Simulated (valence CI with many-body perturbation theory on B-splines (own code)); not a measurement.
**Ba²⁵⁺: calculated level list**

Calculated by configuration interaction combined with many-body perturbation theory (CI+MBPT): three valence electrons over a frozen Dirac-Fock core [Ar] 3d10, radial functions for each j: 11 s, 11 p, 10 d, 8 f, 5 g, 2 h, with the one-electron correlation potential Σ1, the two-electron term Σ2, the three-electron term Σ3, Breit, model QED; selected CI, second order for the rest, scaled by the run's own slope (own B-spline code, finite nucleus).

No measured levels were compared; by estimate levels hold to about 250 cm⁻¹ or 0.2 % of their energy and the worst to 1 %, as in measured heavy ions of charge 2 to 7; those with d or f electrons hold less well.

Levels 91 to 135 of 177, with energies above the lowest level, 4s2.4p 2P°_1/2. "Leading %" is the weight of the configuration and term that name the level; weights of strongly mixed levels are sums over their largest components and can fall short. In the jj column 3d3/2^4 stands for four electrons in 3d with j = 3/2. Lifetimes count E1, E2, E3, M1 and M2 decay at the calculated energies, and are blank where another channel may lead or the interval is too uncertain; long ones can be off by a factor of two.

```csv
No.,Configuration,Term,J,E (cm⁻¹),Leading %,Lifetime,Leading jj
91,4s.4p.4f,4F,7/2,2390200,52,3.09 ps,4s 4p3/2 4f5/2 (52 %)
92,4s.4p.4f,4F,9/2,2390300,43,2.92 ps,4s 4p3/2 4f7/2 (44 %)
93,4s.4p.4f,4D,5/2,2395000,48,3.93 ps,4s 4p3/2 4f5/2 (37 %)
94,4s.4p.4f,4D,3/2,2395700,80,4.45 ps,4s 4p3/2 4f5/2 (82 %)
95,4s.4p.4f,4D,1/2,2397100,99,5.00 ps,4s 4p3/2 4f5/2 (99 %)
96,4s.4d2,2F,5/2,2414100,56,2.87 ps,4s 4d3/2 4d5/2 (38 %)
97,4s.4p.4f,2F,7/2,2418500,45,3.35 ps,4s 4p3/2 4f7/2 (59 %)
98,4s.4d2,2F,7/2,2432500,54,4.01 ps,4s 4d5/2^2 (37 %)
99,4s.4p.4f,2F,5/2,2438600,38,2.68 ps,4s 4p3/2 4f7/2 (36 %)
100,4s.4d2,2P,1/2,2455900,50,1.97 ps,4s 4d3/2 4d5/2 (45 %)
101,4s.4p.4f,2G,9/2,2474900,86,3.30 ps,4s 4p3/2 4f7/2 (58 %)
102,4s.4d2,2P,3/2,2485300,42,2.37 ps,4s 4d3/2 4d5/2 (38 %)
103,4s.4d2,2S,1/2,2491600,54,2.48 ps,4s 4d5/2^2 (72 %)
104,4s.4d2,2P,3/2,2495300,36,2.69 ps,4s 4d5/2^2 (47 %)
105,4s.4p.4f,2F,7/2,2527800,42,1.85 ps,4s 4p3/2 4f5/2 (32 %)
106,4s.4p.4f,2D,3/2,2528200,80,2.49 ps,4s 4p3/2 4f5/2 (76 %)
107,4s.4p.4f,2G,9/2,2529400,58,2.06 ps,4s 4p3/2 4f7/2 (45 %)
108,4s.4p.4f,2D,5/2,2530100,57,2.45 ps,4s 4p3/2 4f7/2 (60 %)
109,4s.4p.4f,2D,5/2,2533000,37,2.07 ps,4s 4p3/2 4f5/2 (37 %)
110,4s.4p.4f,2G,7/2,2547800,57,2.08 ps,4s 4p3/2 4f5/2 (37 %)
111,4s2.5s,2S,1/2,2659500,98,669 fs,4s^2 5s (98 %)
112,4p.4d2,4G°,5/2,2673400,37,23.3 ps,4p1/2 4d3/2^2 (62 %)
113,4p2.4f,2F°,7/2,2712100,18,11.8 ps,4p1/2^2 4f7/2 (76 %)
114,4p.4d2,4G°,5/2,2739600,42,4.65 ps,4p1/2^2 4f5/2 (41 %)
115,4p.4d2,4G°,7/2,2740100,58,11.9 ps,4p1/2 4d3/2 4d5/2 (83 %)
116,4p.4d2,2H°,9/2,2758900,40,15.1 ps,4p1/2 4d3/2 4d5/2 (78 %)
117,4p2.4f,4G°,5/2,2761000,19,5.49 ps,4p1/2 4d3/2 4d5/2 (50 %)
118,4p.4d2,2D°,3/2,2766600,42,6.31 ps,4p1/2 4d3/2 4d5/2 (80 %)
119,4p.4d2,4D°,1/2,2779500,77,4.36 ps,4p1/2 4d3/2^2 (76 %)
120,4p.4d2,4P°,1/2,2785900,57,4.88 ps,4p1/2 4d3/2 4d5/2 (90 %)
121,4p.4d2,4F°,3/2,2800100,38,2.43 ps,4p1/2 4d3/2^2 (80 %)
122,4p.4d2,4G°,9/2,2802100,50,13.4 ps,4p1/2 4d5/2^2 (64 %)
123,4p.4d2,4D°,7/2,2802200,19,8.36 ps,4p1/2 4d5/2^2 (61 %)
124,4p.4d2,2F°,5/2,2820600,26,3.85 ps,4p1/2 4d3/2 4d5/2 (45 %)
125,4p.4d2,4D°,3/2,2830900,43,4.46 ps,4p1/2 4d5/2^2 (40 %)
126,4p.4d2,4D°,7/2,2836300,17,3.15 ps,4p1/2 4d3/2 4d5/2 (43 %)
127,4p.4d2,4D°,5/2,2838600,36,3.83 ps,4p1/2 4d5/2^2 (41 %)
128,4p2.4f,2G°,7/2,2848800,73,4.96 ps,4p1/2 4p3/2 4f5/2 (61 %)
129,4p2.4f,2H°,11/2,2849000,42,15.1 ps,4p1/2 4p3/2 4f7/2 (71 %)
130,4p.4d2,4P°,3/2,2852000,55,3.25 ps,4p1/2 4d3/2 4d5/2 (52 %)
131,4p2.4f,4G°,9/2,2858400,46,4.97 ps,4p1/2 4p3/2 4f7/2 (50 %)
132,4p2.4f,2D°,5/2,2861500,39,4.09 ps,4p1/2 4p3/2 4f5/2 (54 %)
133,4p2.4f,4G°,7/2,2863400,35,4.71 ps,4p1/2 4p3/2 4f7/2 (43 %)
134,4p2.4f,2G°,9/2,2867700,50,4.96 ps,4p1/2 4p3/2 4f7/2 (83 %)
135,4p2.4f,4F°,5/2,2868000,33,4.38 ps,4p1/2 4p3/2 4f5/2 (74 %)
```

Names give the largest LS component (configuration and term), which can be under half, so a name can repeat, a term be missing and a line seem to break the LS rules; names also repeat where a configuration has a term twice.

Where two levels of one J and parity lie close, their mixing, g and order are uncertain.
